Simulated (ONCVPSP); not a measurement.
# osmium (Os): what ONCVPSP 4.0.1 does with a changed input

Command:

```bash
oncvpsp.x < Os.dat > Os.out
```

Input:

```
# ATOM AND REFERENCE CONFIGURATION
# atsym  z   nc   nv     iexc    psfile
  Os 76.00   10    5  -116133      upf
#
#   n    l    f
    1    0    2.00
    2    0    2.00
    2    1    6.00
    3    0    2.00
    3    1    6.00
    3    2   10.00
    4    0    2.00
    4    1    6.00
    4    2   10.00
    4    3   14.00
    5    0    2.00
    5    1    6.00
    5    2    6.00
    6    0    1.75
    6    1    0.25
#
# PSEUDOPOTENTIAL AND OPTIMIZATION
# lmax
    3
#
#   l,   rc,      ep,       ncon, nbas, qcut
    0    1.75    0.00    4    9    7.00
    1    1.70    0.00    4    8   10.30
    2    2.35    0.00    4    9    7.80
    3    2.50    0.17    4    8    3.90
#
# LOCAL POTENTIAL
# lloc, lpopt,  rc(5),   dvloc0
    4    4    0.25    0.00
#
# VANDERBILT-KLEINMAN-BYLANDER PROJECTORs
# l, nproj, debl
    0    2    3.10
    1    2    3.60
    2    2    1.60
    3    1    3.90
#
# MODEL CORE CHARGE
# icmod, fcfact, rcfact
    3    5.25    1.20
#
# LOG DERIVATIVE ANALYSIS
# epsh1, epsh2, depsh
   -5.00    5.00    0.04
#
# OUTPUT GRID
# rlmax, drl
    6.00    0.01
#
# TEST CONFIGURATIONS
# ncnf
    4
# nvcnf
#   n    l    f
    5
    5    0    2.00
    5    1    6.00
    5    2    6.00
    6    0    2.00
    6    1    0.00
#
    5
    5    0    2.00
    5    1    6.00
    5    2    6.00
    6    0    1.00
    6    1    0.00
#
    5
    5    0    2.00
    5    1    6.00
    5    2    6.00
    6    0    0.00
    6    1    0.00
#
    5
    5    0    2.00
    5    1    6.00
    5    2    6.00
    6    0    0.00
    6    1    2.00
#
```

This is an input that runs to its end, with one change: rc(5) set to 0.25 bohr.

Task: How does the run end?

Result: The program runs through. Ghost flags: GHOST(-) s at -3304.1 eV, GHOST(-) s at -488.3 eV, GHOST(-) p at -2221.0 eV, GHOST(+) f at 38.0 eV, GHOST(+) p at 90.3 eV; the largest excitation error among the 3 tests with output is 6.5 meV, against 6.56 meV for the unchanged input. Messages: WARNING no output for configuration 4; psatom: WARNING lschvkbb convergence error n,l,iter= 3 1 4; run_config: WARNING for fully non-local PS atom, stg. 1.

```
   4   3 14.0000   -2.20752233
   5   0  2.0000   -3.66254176   -3.66378903   -1.25D-03
   5   1  6.0000   -2.16648932   -2.16677856   -2.89D-04
   5   2  6.0000   -0.52123334   -0.52119011    4.32D-05
   6   0  1.0000   -0.48468018   -0.48477467   -9.45D-05

    Total energies and differences
      AE_ref= -1.72488628D+04  AE_tst= -1.72485550D+04  dif=  3.08D-01
      PS_ref= -9.21884922D+01  PS_tst= -9.18805162D+01  dif=  3.08D-01
      PSP excitation error= -1.43D-04

Test configuration 3

psatom: WARNING lschvkbb convergence error n,l,iter=   3   1   4
ea(ii),et,emin,emax -5.888730E-02 -6.477603E-02 -6.477603E-02 -6.477603E-02
run_config: WARNING for fully non-local PS atom, stg. 1
 WARNING no output for configuration 4

Test configuration 4

   n   l     f        eae           eps        diff
   1   0  2.0000-2714.21346426
   2   0  2.0000 -472.81577803
   2   1  6.0000 -411.72782255
   3   0  2.0000 -110.11850549
   3   1  6.0000  -92.18578949
   3   2 10.0000  -72.15617683
   4   0  2.0000  -23.32454575
   4   1  6.0000  -17.44307056
   4   2 10.0000  -10.14541725
   4   3 14.0000   -2.03566881
   5   0  2.0000   -3.49076864   -3.49342744   -2.66D-03
   5   1  6.0000   -1.99405907   -1.99468121   -6.22D-04
   5   2  6.0000   -0.34433218   -0.34422390    1.08D-04
   6   1  2.0000   -0.10374143   -0.10375600   -1.46D-05

    Total energies and differences
      AE_ref= -1.72488628D+04  AE_tst= -1.72485209D+04  dif=  3.42D-01
      PS_ref= -9.21884922D+01  PS_tst= -9.18463352D+01  dif=  3.42D-01
      PSP excitation error= -2.39D-04
```
